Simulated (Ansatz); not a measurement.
AlClH$_{3}$NZn, SMILES `[NH2][Zn][AlH][Cl]`. The species carries charge 0 and has multiplicity 1.

```xyz
7

N    -0.913    1.884   -0.715
Zn   -0.239    0.292   -0.144
Al    0.724   -1.855    0.535
Cl    2.708   -1.826    1.270
H    -1.890    2.035   -0.912
H    -0.458    2.769   -0.553
H     0.069   -3.300    0.519
```

List the harmonic frequencies (cm⁻¹, unscaled) at PBE0-D4/def2-TZVP in Ansatz. (Best estimate.)

The calculation gave: 65, 94, 96, 135, 171, 293, 406, 513, 623, 641, 671, 1550, 1915, 3593, 3691.

Is this a minimum?

Yes, all 15 modes are real.

Give the ideal-gas thermochemistry at 298.15 K and 1 bar (rigid rotor, harmonic oscillator; point group C1, symmetry number 1).

Zero-point energy 86.5 kJ/mol; H(298) − E = 109.3 kJ/mol; entropy 375.0 J/(mol·K), of which translation 170.9, rotation 116.7, vibration 87.4; G(298) − E = -2.5 kJ/mol. Modes under 100 cm⁻¹ are hindered rotations or soft bends, so the harmonic entropy is rough.
